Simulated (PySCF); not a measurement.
# How methods differ on the ionisation energy of Rb²³⁺

Rb²³⁺ [Ne] 3s2 3p2 (3P) → Rb²⁴⁺ [Ne] 3s2 3p1 (2P), as a difference of total energies. Computed with PySCF 2.14 in an uncontracted even-tempered set (18 s from 2.5 bohr⁻², ratio 2.5; 12 p from 3.2 bohr⁻², ratio 2.5; 5 d from 14 bohr⁻², ratio 2.7; 4 f from 22 bohr⁻², ratio 2.7), with the spin-free X2C one-electron Hamiltonian (Gaussian nucleus). Correlated levels: outer shells: 1s2 frozen; virtual orbitals above 40 to 60 times the deepest correlated orbital energy dropped. The calculations carry no spin-orbit coupling.

| method | ionisation energy (eV) |
| --- | --- |
| UHF | 1072.9 |
| MP2 (outer shells) | 1073.5 |
| SCS-MP2 (outer shells) | 1073.3 |
| CCSD (outer shells) | 1073.4 |
| CCSD(T) (outer shells) | 1073.4 |

Spin-orbit coupling is strong in these open shells (close to jj coupling). The scalar numbers leave it out and a first-order estimate fails, so it can dominate the gap to the real levels.

Breit and QED terms and the two-electron picture change are absent.

For comparison: 1080 ± 3 eV (semi-empirical (NIST evaluation); NIST Atomic Spectra Database, ionization energies).
